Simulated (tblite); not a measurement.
Species: C6H3ClF (doublet state).
InChI=1S/C6H3ClF/c7-5-3-1-2-4-6(5)8/h2-4H

Level: GFN2-xTB in tblite, geometry and Hessian alike; calculated harmonic values, unscaled, isolated species. Against measured fundamentals such values can be off by several per cent, at times by over 20. Open shells enter through the occupations alone, without spin polarisation, and single modes of such species can be off by tens of per cent.

Harmonic wavenumbers (cm⁻¹): 140.8, 198.0, 258.5, 343.7, 387.5, 464.7, 476.9, 513.9, 624.9, 650.9, 768.9, 789.0, 840.1, 884.4, 1008.4, 1074.0, 1123.9, 1187.9, 1225.8, 1253.0, 1383.3, 1409.8, 1512.8, 1595.2, 3093.6, 3100.8, 3103.7.

A = 3044, B = 1584, C = 1042 MHz; mass 128.991 u (most abundant isotopes); point group Cs, symmetry number 1; spin multiplicity 2.

Question: What is the zero-point energy?

Answer: ½Σν̃ = 14707 cm⁻¹ = 175.94 kJ/mol.

Question: Entropy at 200 K, 1 bar (ideal gas, RRHO, classical rotation)?

Answer: Translation 161.17, rotation 114.47, vibration 28.83, spin (R ln 2) 5.76: S = 310.2 J/(mol K).

Question: And Cp and H(200 K) − H(0)?

Answer: Cp = 81.70 J/(mol K), of which vibrations give 48.45 (their classical limit is 27 R = 224.5); H(200 K) − H(0) = 10.46 kJ/mol without the zero-point energy, 3.81 from vibrations.

Question: Which modes carry the vibrational entropy at 200 K?

Answer: 140.8 cm⁻¹: 8.55; 198.0 cm⁻¹: 6.04; 258.5 cm⁻¹: 4.26; 343.7 cm⁻¹: 2.63; 387.5 cm⁻¹: 2.05; 464.7 cm⁻¹: 1.32 J/(mol K); the other 21 give 3.98 together.

Question: Blend soft modes into free rotors: weight 1/[1 + (100 cm⁻¹/ν̃)⁴] for the oscillator and the rest for a rotor with moment μB/(μ + B), μ = h/(8π²ν), B = 10⁻⁴⁴ kg m². What vibrational entropy results?

Answer: 29.07 J/(mol K) in place of 28.83, which changes −T·S at 200 K by -0.05 kJ/mol.

Question: What must be added to the electronic energy to get the Gibbs energy at 200 K and 1 bar?

Answer: ZPE + [H(200 K) − H(0)] − T·S = 175.94 + 10.46 − 62.05 = 124.35 kJ/mol.

Question: How do the functions run with temperature in this model?

Answer: 
```
 T (K)  S (J/(mol K))  Cp (J/(mol K))  H − H(0) (kJ/mol)  G − H(0) (kJ/mol)  ln q(vib)
    50          236.3            37.0               1.70             -10.11       0.02
   100          265.8            50.4               3.87             -22.71       0.24
298.15          348.5           111.4              19.96             -83.94       2.42
373.15          375.7           131.5              29.08            -111.10       3.47
   500          418.2           158.8              47.58            -161.50       5.34
   750          489.7           192.9              91.97            -275.29       9.02
  1000          548.1           212.3             142.82            -405.24      12.46
```

q(vib) and H(0) count from the zero-point level.

Hindered rotation and anharmonicity are outside this model.

On an Arm Neoverse V2 with one thread, shared host with 96 logical CPUs at a one-minute load of 53, this took 0.25 s. The figure is for the frequency step alone.
